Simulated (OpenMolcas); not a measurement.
Tc5+ among 6 point charges of -1 e arranged as an octahedron (Oh).

- Program: OpenMolcas
- Method: SS-CASPT2, IPEA 0.25 Eh, imaginary shift 0.1 Eh (closed shells correlated: 4s 4p)
- Basis: ANO-RCC-VTZP [7s6p4d2f1g]
- Scalar Hamiltonian: DKH2, point nucleus
- Active space: 2 electrons in 5 orbitals (4d)
- State averaging: 2S+1 = 3 even, 10 roots; 2S+1 = 1 even, 15 roots
- Spin-orbit coupling: state interaction with AMFI integrals over the reference wave functions

All point charges move together. At R = 1.91 Å the first state of the same spin is 3810 cm-1, and at R = 2.05 Å it is 2490 cm-1.

Problem. A third run gives 1850 cm-1. What distance was it run at?

Solution. With a power law R^-n the two known points give n = -ln(2490 / 3810) / ln(2.05 / 1.91) = 6.01. Then R = 1.91 × (3810 / 1850)^(1/6.01) = 2.154 Å. The run was at 2.24 Å, so the estimate is off by -0.086 Å.

Roots that are degenerate in the reference are averaged as groups; the widest CASPT2 spread within a group is 480 cm-1 (the 3-fold group of multiplicity 1 near 20300 cm-1 above the lowest state of its run, R = 1.91). Shifts and gaps below about the spread of the groups concerned are not significant. An orbital triplet at a regular site is open to Jahn-Teller coupling, which can distort the site and quench the lowest spin-orbit gaps and is left out. Free-ion shares, where given, are those of the reference states; single-state CASPT2 does not remix them. This field is weak: 10Dq is about 5217 cm-1, while octahedral complexes of 4d ions of charge 3 and more, computed by the same method with explicit ligands, had a median near 25000 cm-1. Ground spin and moment need not be those of a real site (figures for R = 1.91; the like holds for R = 2.05, R = 2.24). The ground term spreads over less than 5000 cm-1, several times less than with real ligands, so orbital moments are less quenched and χT lies further from the spin-only value than at real sites (holds for R = 2.24). Point charges carry no covalency, so the field is a model and not that of real ligands. No measured value stands beside these numbers.
